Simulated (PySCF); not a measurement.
Simulation results for CH₆GeN, CH₅BClGe, CH₆BGeO, CH₉Ge₂N

All values are calculated (PySCF 2.14.0). Calculation on a computer-drawn molecule: optimised geometry and harmonic frequencies of an isolated molecule of the commonest isotopes, restricted reference for singlets and unrestricted otherwise, frozen core in MP2; on germanium a core potential holds 10 electrons, which the energies leave out, and 3d is frozen in MP2 and coupled-cluster steps.

Common to all runs: method HF.

```yaml
- entry: 1
  formula: CH6GeN
  start_structure:
    atoms_angstrom:
      - [C, 0.3813, 0.2343, -1.1624]
      - [Ge, -0.842, 1.8318, -1.7702]
      - ["N", -2.0131, 0.6535, -2.8687]
      - [H, 0.6821, -0.4746, -2.0241]
      - [H, -0.2037, -0.3951, -0.416]
      - [H, 1.3077, 0.5893, -0.7255]
      - [H, 0.423, 2.3067, -3.2698]
      - [H, -1.4475, 0.0071, -3.3766]
      - [H, -2.5051, 1.1835, -3.5458]
  given:
    charge: -1
    multiplicity: 1
    basis: aug-cc-pVDZ
    basis_and_core_potential_on_germanium: "aug-cc-pVDZ-PP ECP10MDF"
    drawn_bonds_atom: [1, 2, 1, 1, 1, 2, 3, 3]
    drawn_bonds_other_atom: [2, 3, 4, 5, 6, 7, 8, 9]
    drawn_bonds_order: [1, 1, 1, 1, 1, 1, 1, 1]
  results:
    optimised_atom_element: [C, Ge, "N", H, H, H, H, H, H]
    "optimised_atom_x [angstrom]": [0.4078, -0.7139, -1.93, 0.6982, -0.1645, 1.322, 0.3569, -1.492, -2.702]
    "optimised_atom_y [angstrom]": [0.2356, 1.763, 0.617, -0.5015, -0.2833, 0.6295, 2.139, 0.1861, 1.151]
    "optimised_atom_z [angstrom]": [-1.144, -1.926, -2.961, -1.901, -0.3674, -0.6828, -3.1, -3.757, -3.319]
    "modes_frequency [cm^-1]": [167.0, 174.6, 239.7, 506.3, 521.5, 600.6, 620.9, 739.8, 773.1, 890.8, 923.7, 1289, 1538, 1545, 1674, 1686, 3100, 3165, 3177, 3678, 3765]
    "modes_reduced_mass [dalton]": [1.196, 1.236, 1.684, 4.0, 7.278, 1.042, 1.059, 1.146, 1.214, 1.182, 1.162, 1.228, 1.06, 1.06, 1.093, 1.02, 1.032, 1.102, 1.101, 1.051, 1.091]
    "rotational_constants [GHz]": [10.56, 6.206, 4.231]
    "total_energy [hartree]": -389.1889
    "convergence_status_largest_gradient_component [hartree/bohr]": 3.773e-05
- entry: 2
  formula: CH5BClGe
  start_structure:
    atoms_angstrom:
      - [C, 0.0969, 1.3794, -0.3509]
      - [Ge, 0.5809, 1.7155, 1.5561]
      - [B, -1.0297, 2.3918, 2.6154]
      - [Cl, -2.1187, 2.9711, 3.5279]
      - [H, -0.6509, 0.6649, -0.3819]
      - [H, 0.9263, 0.9849, -0.8429]
      - [H, -0.263, 2.2935, -0.8004]
      - [H, 1.5928, 2.7727, 1.7092]
      - [H, 0.9865, 0.5137, 2.2764]
  given:
    charge: 1
    multiplicity: 1
    basis: "cc-pV(D+d)Z"
    basis_and_core_potential_on_germanium: "cc-pVDZ-PP ECP10MDF"
    drawn_bonds_atom: [1, 2, 3, 1, 1, 1, 2, 2]
    drawn_bonds_other_atom: [2, 3, 4, 5, 6, 7, 8, 9]
    drawn_bonds_order: [1, 1, 1, 1, 1, 1, 1, 1]
  results:
    optimised_atom_element: [C, Ge, B, Cl, H, H, H, H, H]
    "optimised_atom_x [angstrom]": [0.07165, 0.6908, -1.001, -2.265, -0.7286, 0.9182, -0.2667, 1.672, 1.03]
    "optimised_atom_y [angstrom]": [1.385, 1.678, 2.419, 2.978, 0.6458, 1.004, 2.318, 2.82, 0.4399]
    "optimised_atom_z [angstrom]": [-0.3205, 1.5, 2.625, 3.485, -0.343, -0.8945, -0.7694, 1.712, 2.314]
    "modes_frequency [cm^-1]": [96.87, 134.4, 214.9, 258.0, 313.6, 463.2, 622.8, 666.8, 737.5, 911.1, 945.8, 950.2, 1215, 1393, 1552, 1553, 2288, 2289, 3198, 3298, 3312]
    "modes_reduced_mass [dalton]": [3.739, 1.094, 2.978, 28.17, 6.518, 1.18, 4.461, 1.13, 1.084, 1.155, 1.06, 1.219, 12.45, 1.194, 1.051, 1.05, 1.015, 1.025, 1.032, 1.104, 1.107]
    "rotational_constants [GHz]": [9.887, 1.221, 1.11]
    "total_energy [hartree]": -818.0925
    "convergence_status_largest_gradient_component [hartree/bohr]": 2.701e-05
- entry: 3
  formula: CH6BGeO
  start_structure:
    atoms_angstrom:
      - [C, -0.238, -0.0552, 0.34]
      - [Ge, 0.9072, 1.3206, 1.3487]
      - [B, 0.7062, 3.2905, 0.9289]
      - [O, -0.1423, 3.938, 0.0414]
      - [H, -0.0169, -1.0682, 0.6328]
      - [H, -1.2692, 0.1142, 0.5243]
      - [H, -0.0368, 0.0004, -0.7161]
      - [H, 2.2718, 0.8733, 1.1338]
      - [H, 0.6801, 0.9977, 2.7402]
      - [H, -0.6969, 3.5874, -0.4912]
  given:
    charge: 0
    multiplicity: 2
    basis: cc-pVDZ
    basis_and_core_potential_on_germanium: "cc-pVDZ-PP ECP10MDF"
    drawn_bonds_atom: [1, 2, 3, 1, 1, 1, 2, 2, 4]
    drawn_bonds_other_atom: [2, 3, 4, 5, 6, 7, 8, 9, 10]
    drawn_bonds_order: [1, 1, 1, 1, 1, 1, 1, 1, 1]
  results:
    optimised_atom_element: [C, Ge, B, O, H, H, H, H, H, H]
    "optimised_atom_x [angstrom]": [-0.237, 0.9205, 0.6786, -0.1432, -0.04615, -1.292, -0.0414, 2.39, 0.6442, -0.7082]
    "optimised_atom_y [angstrom]": [0.02225, 1.247, 3.286, 3.88, -1.013, 0.2397, 0.1177, 0.8713, 1.043, 3.305]
    "optimised_atom_z [angstrom]": [0.3178, 1.353, 0.912, 0.04454, 0.6089, 0.5015, -0.7529, 1.102, 2.851, -0.4552]
    "modes_frequency [cm^-1]": [78.95, 98.99, 147.7, 305.6, 386.8, 520.7, 565.8, 599.1, 682.5, 737.1, 902.2, 925.2, 952.1, 1109, 1369, 1403, 1561, 1563, 2187, 2202, 3173, 3259, 3268, 4089]
    "modes_reduced_mass [dalton]": [2.22, 3.564, 1.123, 5.153, 1.116, 5.602, 1.183, 4.324, 1.19, 1.122, 1.183, 1.208, 1.027, 1.216, 1.247, 8.871, 1.054, 1.053, 1.023, 1.016, 1.033, 1.103, 1.103, 1.066]
    "rotational_constants [GHz]": [8.209, 2.746, 2.139]
    "total_energy [hartree]": -434.2742
    spin_squared: 0.7573
    "convergence_status_largest_gradient_component [hartree/bohr]": 4.459e-05
- entry: 4
  formula: CH9Ge2N
  start_structure:
    atoms_angstrom:
      - [C, 0.2347, -1.081, 0.5439]
      - [Ge, -0.9996, 0.4996, 0.3495]
      - ["N", -1.4961, 0.7881, -1.3985]
      - [Ge, -0.3217, 1.1187, -2.7147]
      - [H, 0.571, -1.1965, 1.5308]
      - [H, -0.2853, -2.0087, 0.2507]
      - [H, 1.1314, -0.9706, -0.1221]
      - [H, -0.2698, 1.7345, 0.8035]
      - [H, -2.2905, 0.2864, 1.1737]
      - [H, -2.347, 0.3149, -1.6624]
      - [H, 0.4365, -0.1157, -3.2086]
      - [H, 0.6378, 2.1877, -2.2486]
      - [H, -1.1594, 1.6135, -3.865]
  given:
    charge: 0
    multiplicity: 1
    basis: cc-pVDZ
    basis_and_core_potential_on_germanium: "cc-pVDZ-PP ECP10MDF"
    drawn_bonds_atom: [1, 2, 3, 1, 1, 1, 2, 2, 3, 4, 4, 4]
    drawn_bonds_other_atom: [2, 3, 4, 5, 6, 7, 8, 9, 10, 11, 12, 13]
    drawn_bonds_order: [1, 1, 1, 1, 1, 1, 1, 1, 1, 1, 1, 1]
  results:
    optimised_atom_element: [C, Ge, "N", Ge, H, H, H, H, H, H, H, H, H]
    "optimised_atom_x [angstrom]": [0.1391, -0.8634, -1.332, -0.4063, 0.3826, -0.4511, 1.069, -0.01102, -2.157, -2.082, 0.5074, 0.4537, -1.407]
    "optimised_atom_y [angstrom]": [-1.19, 0.4421, 0.5541, 1.285, -1.226, -2.074, -1.221, 1.679, 0.4733, -0.05721, 0.2634, 2.423, 1.82]
    "optimised_atom_z [angstrom]": [0.7328, 0.3181, -1.46, -2.866, 1.797, 0.4821, 0.1615, 0.6272, 1.146, -1.733, -3.565, -2.312, -3.897]
    "modes_frequency [cm^-1]": [20.26, 40.22, 133.9, 156.9, 202.1, 304.7, 448.6, 513.8, 616.4, 658.5, 684.5, 769.0, 799.3, 831.6, 925.1, 939.9, 942.2, 947.8, 972.1, 985.8, 1287, 1376, 1556, 1557, 2185, 2198, 2219, 2221, 2244, 3174, 3262, 3267, 3775]
    "modes_reduced_mass [dalton]": [2.024, 1.341, 1.468, 1.915, 2.761, 1.321, 1.414, 1.716, 4.002, 1.109, 1.121, 1.232, 1.424, 2.136, 1.205, 1.037, 1.256, 1.035, 1.042, 1.091, 1.227, 1.232, 1.052, 1.052, 1.023, 1.022, 1.02, 1.018, 1.014, 1.033, 1.103, 1.103, 1.075]
    "rotational_constants [GHz]": [7.592, 0.9413, 0.8892]
    "total_energy [hartree]": -684.3204
    "convergence_status_largest_gradient_component [hartree/bohr]": 7.691e-06
```
